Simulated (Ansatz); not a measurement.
Start from `CCCOC` and change one atom or group to get `CO[CH2][AlH][SiH3]`.

Ansatz, PBE0-D4/def2-TZVP geometries, multiplicity 1. Each molecule was computed in one conformer, which needn't be the lowest.

| property | `CCCOC` |
| --- | --- |
| HOMO energy (ωB97M-V/def2-TZVPP) / eV | -9.78 |
| LUMO energy (PBE0/def2-TZVPP) / eV | 1.29 |
| HOMO energy (PBE0/def2-TZVPP) / eV | -7.35 |
| HOMO–LUMO gap (B3LYP/def2-TZVPP) / eV | 8.07 |
| LUMO energy (PBE/def2-TZVPP) / eV | 0.49 |
| HOMO–LUMO gap (PBE0/def2-TZVPP) / eV | 8.64 |

Question: Give the same properties after the change, and the shifts. (Estimate.)

Answer: Computed: 
```csv
property,`CO[CH2][AlH][SiH3]`,shift
HOMO energy (ωB97M-V/def2-TZVPP) / eV,-8.87,0.91
LUMO energy (PBE0/def2-TZVPP) / eV,-1.82,-3.11
HOMO energy (PBE0/def2-TZVPP) / eV,-6.66,0.69
HOMO–LUMO gap (B3LYP/def2-TZVPP) / eV,4.46,-3.61
LUMO energy (PBE/def2-TZVPP) / eV,-2.57,-3.06
HOMO–LUMO gap (PBE0/def2-TZVPP) / eV,4.84,-3.80
```

With PBE0 the HOMO rises by 0.69 eV and the LUMO falls by 3.11 eV, so the gap narrows by about 3.80 eV. PBE moves the HOMO by 0.44 eV and ωB97M-V by 0.91 eV.

B3LYP here is the variant with VWN-RPA as its local correlation; programs differ in this.
